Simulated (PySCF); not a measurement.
Precursor series Zn OH-H. All species are isolated molecules in the gas phase. One relaxed conformer stands for each flexible species; it need not be the lowest.

Calculation: PySCF 2.14.0 with TPSSh-D3(BJ)/def2-TZVP // PBE-D3(BJ)/def2-SVP. 

```csv
species,charge on the central atom (meta-Löwdin) (e),HOMO–LUMO gap (eV),LUMO (eV),coordination number,charge on the central atom (Mulliken) (e)
0 of 2 OH replaced by H ([Zn(OH)2]),…,…,-1.51,2,0.60
1 of 2 OH replaced by H ([Zn(OH)(H)]),1.05,6.50,-0.80,…,0.34
2 of 2 OH replaced by H ([Zn(H)2]),0.88,6.56,-0.94,2,0.11
```

**Question.** Fill in the missing entries.

**Answer.** 
- 0 of 2 OH replaced by H ([Zn(OH)2]), charge on the central atom (meta-Löwdin) (e): 1.28
- 0 of 2 OH replaced by H ([Zn(OH)2]), HOMO–LUMO gap (eV): 5.96
- 1 of 2 OH replaced by H ([Zn(OH)(H)]), coordination number: 2
